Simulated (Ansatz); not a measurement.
```yaml
crystal:
  periodic: [false, false, false]
  atoms:
    - {symbol: Sb, position_ang: [-0.004743, 0.004613, 0.748374]}
    - {symbol: F, position_ang: [1.620556, -0.029324, -0.239141]}
    - {symbol: F, position_ang: [-0.783791, 1.414539, -0.263110]}
    - {symbol: F, position_ang: [-0.832022, -1.389838, -0.246124]}
basis:
  gaussian: {orbitals: def2-mTZVPP}
total_charge: 1
magnetization: {spin_polarized: true, initial_magnetization: 1}
hamiltonian: {xc: {name: HF}}
correlation: {active_space: {window: {electrons: 2, orbitals: 1}}}
output: {forces: true}
```

```sh
$ ansatz run in.yaml --threads 4 --pin off --events-out ev --progress --plain --max-ram 3916MiB
```

Q: Predict how Ansatz answers.

A: The input was rejected before any iteration.
```
Error: invalid value for `correlation.active_space`: it starts from restricted Hartree–Fock orbitals; set hamiltonian.xc: hf without magnetization.spin_polarized
```
